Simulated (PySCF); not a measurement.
From a computed spectrum to the compound

A species of 5 atoms with charge -1 has these harmonic modes (PBE0, small Gaussian bases with core potentials, PySCF 2.14.0):

```json
{"cm⁻¹": "103", "km/mol": "0.0", "symmetry": "e"}
{"cm⁻¹": "103", "km/mol": "0.0", "symmetry": "e"}
{"cm⁻¹": "113", "km/mol": "36.8", "symmetry": "t2"}
{"cm⁻¹": "113", "km/mol": "36.8", "symmetry": "t2"}
{"cm⁻¹": "113", "km/mol": "36.8", "symmetry": "t2"}
{"cm⁻¹": "486", "km/mol": "162.6", "symmetry": "t2"}
{"cm⁻¹": "486", "km/mol": "162.6", "symmetry": "t2"}
{"cm⁻¹": "486", "km/mol": "162.6", "symmetry": "t2"}
{"cm⁻¹": "504", "km/mol": "0.0", "symmetry": "a1"}
```

(1) Which species is it, and in which structure?

## Answers

(1) [LaF4]− (singlet):
```xyz
5

La    0.0000    0.0000    0.0000
F     1.2677    1.2677    1.2677
F    -1.2677   -1.2677    1.2677
F     1.2677   -1.2677   -1.2677
F    -1.2677    1.2677   -1.2677
```
Ideal gas at 298.15 K and 1 bar: S = 352.6 J/(mol K), Cp = 95.2 J/(mol K), H − H(0 K) = 21.8 kJ/mol (rigid rotor, harmonic modes, spin degeneracy alone). 
 This is one of several that fit.
